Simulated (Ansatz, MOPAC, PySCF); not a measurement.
Donor–acceptor adduct: AlH3 (SMILES [AlH3]) (first 4 atoms) with CH2O (SMILES C=O); geometry from B3LYP-D3(BJ)/def2-TZVP.
(charge 0, multiplicity 1):
| atom | x (Å) | y (Å) | z (Å) |
|---|---|---|---|
| Al | 0.1542 | 0.3326 | 0.9096 |
| H | 1.0586 | 1.6346 | 1.0034 |
| H | -1.3715 | 0.4540 | 1.3850 |
| H | 0.4996 | -0.7749 | -0.1750 |
| C | 0.0716 | -0.9197 | 3.5082 |
| O | 0.7839 | -0.6257 | 2.5696 |
| H | -0.9969 | -0.6684 | 3.5019 |
| H | 0.5000 | -1.4419 | 4.3716 |

Interaction energies are E(AB) − E(A) − E(B) at the monomers' geometry in the complex; basis-set methods are counterpoise corrected. Rows marked so take none.

Rows in 6-31G*, STO-3G carry no dispersion term and start afresh at each structure (6-31G* with six Cartesian d functions). The state that PM3 reach isn't checked.

The values were computed with Ansatz (Gaussian orbitals); MOPAC for PM3 (differences of heats of formation); PySCF for 6-31G* rows, STO-3G rows, the dispersion terms. Values without a source in brackets are computed.

Q: One of these levels gives -22.66 kcal/mol for the interaction energy. Name it.
A) HF/6-31G* (no counterpoise)
B) r2SCAN-D3(BJ)/def2-TZVPPD
C) HF/STO-3G (no counterpoise)
D) PM3

A: A, HF/6-31G* (no counterpoise). The others give -34.58 (PM3), -31.07 (HF/STO-3G (no counterpoise)), -25.00 (r2SCAN-D3(BJ)/def2-TZVPPD)

Ansatz is a program for electronic structure.
